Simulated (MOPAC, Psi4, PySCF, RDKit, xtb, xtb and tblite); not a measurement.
Two geometries of SMILES Bc1ccc([SiH3])cc1, relaxed at GFN2-xTB with one dihedral held; other torsions can differ between them too.

Structure A

```
17

B      3.2461     0.0385     0.0646
C      1.7029     0.0323     0.0733
C      0.9722    -0.1600     1.2549
C     -0.4080    -0.1652     1.2621
C     -1.1370     0.0214     0.0900
Si    -3.0244     0.0211     0.0761
C     -0.4221     0.2135    -1.0914
C      0.9572     0.2190    -1.1007
H      3.8393    -0.1199     1.0603
H      3.8268     0.2016    -0.9378
H      1.5086    -0.3078     2.1820
H     -0.9365    -0.3167     2.1938
H     -3.4934    -1.0236    -0.8381
H     -3.4972     1.3276    -0.3899
H     -3.5106    -0.2377     1.4318
H     -0.9639     0.3607    -2.0163
H      1.4821     0.3705    -2.0337
```

Structure B

```
17

B      3.2385     0.0698     0.0769
C      1.6935    -0.0299     0.0011
C      0.9472     0.9658    -0.6375
C     -0.4338     0.9399    -0.6455
C     -1.1427    -0.0943    -0.0413
Si    -3.0266    -0.1630    -0.0662
C     -0.4050    -1.0926     0.5915
C      0.9739    -1.0504     0.6325
H      3.7696     0.1063     1.1187
H      3.8683     0.2101    -0.8992
H      1.4670     1.7791    -1.1260
H     -0.9753     1.7355    -1.1391
H     -3.5262    -0.2046     1.3112
H     -3.4568    -1.3728    -0.7736
H     -3.5390     1.0255    -0.7500
H     -0.9261    -1.9093     1.0731
H      1.5155    -1.8352     1.1434
```

Task: Which is lower in energy at the level Psi4 1.11 with PBE0-D3(BJ)/def2-SVP // GFN2-xTB, and by how much?

Result: A is lower, by 5.76 kcal/mol (dihedral H9–B1–C2–C3: 0° in A, 120° in B).

E(B) − E(A) in kcal/mol at the other levels, on the same two geometries: GFN2-xTB (xtb and tblite) 2.39; PBE0/def2-SVP // GFN2-xTB (Psi4) 5.75; PBE/def2-SVP // GFN2-xTB (Psi4) 5.80; PBE-D3(BJ)/def2-SVP // GFN2-xTB (Psi4) 5.82; UFF // GFN2-xTB (RDKit) 6.39; PM3, restricted, heats of formation // GFN2-xTB (MOPAC) 2.82; PM6, restricted, heats of formation // GFN2-xTB (MOPAC) 1.08; GFN1-xTB // GFN2-xTB (xtb) 2.30; restricted B3LYP/6-31G*, spherical d, density fitting // GFN2-xTB (PySCF) 6.19; restricted Hartree-Fock/3-21G, density fitting // GFN2-xTB (PySCF) 6.17; restricted Hartree-Fock/LANL2DZ, with its core potentials past Ne // GFN2-xTB (PySCF) 6.71; restricted Hartree-Fock/6-31G*, spherical d, density fitting // GFN2-xTB (PySCF) 5.99.
